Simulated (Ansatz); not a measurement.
Start from `O=C([SiH3])CBr` and change one atom or group to get `O=[C]([SiH3])[GeH2][F]`.

Ansatz, PBE0-D4/def2-TZVP geometries, multiplicity 1. Each molecule was computed in one conformer, which needn't be the lowest.

Scalar relativity is left out up to krypton. Spin–orbit coupling is left out; it splits and shifts lone-pair levels of the heavy atoms by tenths of an eV.

```json
{"property": "size of the dipole moment (ωB97M-V/def2-TZVPP) / D", "`O=C([SiH3])CBr`": "1.85"}
{"property": "LUMO energy (ωB97M-V/def2-TZVPP) / eV", "`O=C([SiH3])CBr`": "0.40"}
{"property": "HOMO energy (ωB97M-V/def2-TZVPP) / eV", "`O=C([SiH3])CBr`": "-9.64"}
{"property": "LUMO energy (B3LYP/def2-TZVPP) / eV", "`O=C([SiH3])CBr`": "-2.07"}
{"property": "HOMO energy (PBE0/def2-TZVPP) / eV", "`O=C([SiH3])CBr`": "-7.35"}
{"property": "size of the dipole moment (B3LYP/def2-TZVPP) / D", "`O=C([SiH3])CBr`": "1.84"}
```

Q: Give the same properties after the change, and the shifts. (An estimate is asked.)

A: Computed: 
```
                                          property  `O=[C]([SiH3])[GeH2][F]`  shift
size of the dipole moment (ωB97M-V/def2-TZVPP) / D                      0.12  -1.73
             LUMO energy (ωB97M-V/def2-TZVPP) / eV                      0.12  -0.28
             HOMO energy (ωB97M-V/def2-TZVPP) / eV                     -8.92   0.72
               LUMO energy (B3LYP/def2-TZVPP) / eV                     -2.39  -0.32
                HOMO energy (PBE0/def2-TZVPP) / eV                     -6.77   0.58
  size of the dipole moment (B3LYP/def2-TZVPP) / D                      0.07  -1.77
```

With PBE0 the HOMO rises by 0.58 eV and the LUMO falls by 0.32 eV, so the gap narrows by about 0.90 eV. PBE moves the HOMO by 0.41 eV and ωB97M-V by 0.72 eV. Dipoles are sizes alone; their direction can turn.

Positive LUMOs are unbound, so they and the gaps depend on the basis.

B3LYP here is the variant with VWN-RPA as its local correlation; programs differ in this.
